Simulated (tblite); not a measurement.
Run record: tight-binding relaxation, `C=[C](CC)[Al]([CH3])[Br]`.

Computed with GFN2-xTB geometry optimisation, gas phase (tblite 0.8.0). Start geometry: from a force field or distance geometry. The command runs a driver script over a list of jobs; the input below is this job's line of settings and its coordinates in Å.

Command:
```bash
OMP_NUM_THREADS=1 python probes_run.py task.json out
```

Input:
```
{"job": {"kind": "relax", "xc": "GFN2-xTB", "basis": "xTB"}, "charge": 0, "multiplicity": 1}
C     -1.031600     1.994500     0.435900
C     -0.399200     0.925300    -0.037700
C     -1.120800    -0.164700    -0.772500
C     -1.676900    -1.203700     0.177600
Al     1.540600     0.696100     0.355400
C      2.476600    -0.943700    -0.274400
Br     2.725000     2.357600     1.564000
H     -2.098900     2.127900     0.270100
H     -0.510700     2.762700     0.996900
H     -1.974100     0.273800    -1.355500
H     -0.447000    -0.652900    -1.501400
H     -0.849500    -1.689700     0.752400
H     -2.392300    -0.744400     0.911800
H     -2.207300    -1.998100    -0.389400
H      3.541600    -0.892900     0.043900
H      2.419900    -1.004200    -1.365500
H      1.997700    -1.831600     0.178600
```

Output:
```
step      E/eV     max force
  0    -570.43625    1.186
  1    -570.52749    0.942
  2    -570.57336    0.534
  3    -570.58901    0.339
  4    -570.59601    0.337
  5    -570.59951    0.225
  6    -570.60277    0.164
  7    -570.60585    0.148
  8    -570.60891    0.160
  9    -570.61182    0.161
... (70 lines left out)
 80    -570.64393    0.029
 81    -570.64404    0.037
 82    -570.64413    0.021
 83    -570.64418    0.023
 84    -570.64424    0.022
 85    -570.64430    0.015
 86    -570.64433    0.012
 87    -570.64435    0.012
 88    -570.64436    0.012
 89    -570.64438    0.009
```

«max force» is the largest atomic force in eV/Å.

Task: From which step on does the largest force stay under 0.1 eV/Å, and how much energy is left to gain from there?

Result: From step 14 (0.098 eV/Å), 24.2 meV above the end.

Main results: energy lowered by 4.8 kcal/mol over 89 steps; largest atomic force 0.009 eV/Å at the end.

Task: Where do the atoms end?

Result: 0.264 Å rms from the input after alignment:
```
atom  x, y, z in Å
C1    -1.0059    2.1442    0.2716
C2    -0.4808    0.9603   -0.0472
C3    -1.2905   -0.1033   -0.7454
C4    -1.5526   -1.2623    0.2117
Al5    1.4058    0.5480    0.4161
C6     2.5082   -0.9683   -0.2449
Br7    2.4208    2.0357    1.8014
H8    -2.0258    2.4201    0.0327
H9    -0.4299    2.8975    0.7953
H10   -2.2388    0.3035   -1.1067
H11   -0.7270   -0.4769   -1.6067
H12   -0.6055   -1.6424    0.6021
H13   -2.1570   -0.9308    1.0532
H14   -2.0723   -2.0744   -0.2912
H15    3.5365   -0.8967    0.1332
H16    2.5762   -0.9894   -1.3381
H17    2.1315   -1.9526    0.0530
```

Time: 2.2 s of wall time. Hardware: one thread of an Intel Xeon at 2.50 GHz, no GPU (shared host).
Labels such as C1 count atoms from 1, the log's own numbers from 0.
